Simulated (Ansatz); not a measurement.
System: Si$_{2}$H$_{4}$, charge 1, doublet. Si2H4+ (parent SMILES [SiH][SiH3], doublet).
B3LYP-D3(BJ)/def2-TZVP minimum from Ansatz (a quantum-chemistry and plane-wave program):
```xyz
6

Si     0.0386     1.0708     0.7238
H     -0.4059     2.3333     0.0597
Si    -0.0046    -0.9769    -0.5656
H      0.8962    -0.5855    -1.6698
H     -1.4401    -1.0113    -0.9154
H      0.4745    -2.0515     0.3119
```
Charge +1, spin multiplicity 2.

Total energies in cc-pV(T+d)Z, 11 correlated electrons, 10 frozen orbitals. Radicals and triplets start from unrestricted determinants; spin-orbit coupling is neglected. Correlated methods leave the cores frozen. No relativity. The spin of H4Si2+ (parent SMILES [SiH][SiH3], doublet) was assumed, and the state is the lowest solution found for it.

```json
[
 {"method": "HF", "program": "Ansatz", "energy (Eh)": "-579.88373", "minus CCSDT(Q) (mEh)": "248.22"},
 {"method": "MP2", "program": "Ansatz", "energy (Eh)": "-580.07927", "minus CCSDT(Q) (mEh)": "52.68"},
 {"method": "CCSD", "program": "Ansatz", "energy (Eh)": "-580.12275", "minus CCSDT(Q) (mEh)": "9.20"},
 {"method": "CCSD(T)", "program": "Ansatz", "energy (Eh)": "-580.13014", "minus CCSDT(Q) (mEh)": "1.81"},
 {"method": "CCSDT(Q)", "program": "Ansatz", "energy (Eh)": "-580.13195", "minus CCSDT(Q) (mEh)": "0.00"}
]
```

Rough core times of Ansatz's runs on a shared machine: CCSD(T) 50 s, CCSDT(Q) 60 min.
